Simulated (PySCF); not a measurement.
CClF2, SMILES F[C](F)Cl (connectivity only; charge and spin as stated), charge +1, multiplicity 1. Atoms are numbered in the order given.

```xyz
4

F      0.0000     1.0556    -1.0386
C      0.0000     0.0000    -0.3778
F      0.0000    -1.0556    -1.0386
Cl     0.0000     0.0000     1.2330
```
Charge +1, spin multiplicity 1.

Geometry optimised at PBE0-D3(BJ)/def2-TZVP. The multiplicity is an assumed one; other spin states were not compared. The isomer is the one that the SMILES or the coordinates give; other isomers of the formula were not compared.

Method: PBE0/def2-TZVPD (PySCF).

Mulliken values depend strongly on the basis, most of all with diffuse functions as here. Atomic charges (e):

```
atom  meta-Löwdin  Mulliken
----  -----------  --------
F1            ___      0.04
C2            ___      0.77
F3            ___      0.04
Cl4           ___      0.15
```

What belongs in the gaps? (The exact figures need the calculation; the answer reports its results.)


- F1, meta-Löwdin: -0.05
- C2, meta-Löwdin: 0.72
- F3, meta-Löwdin: -0.05
- Cl4, meta-Löwdin: 0.38
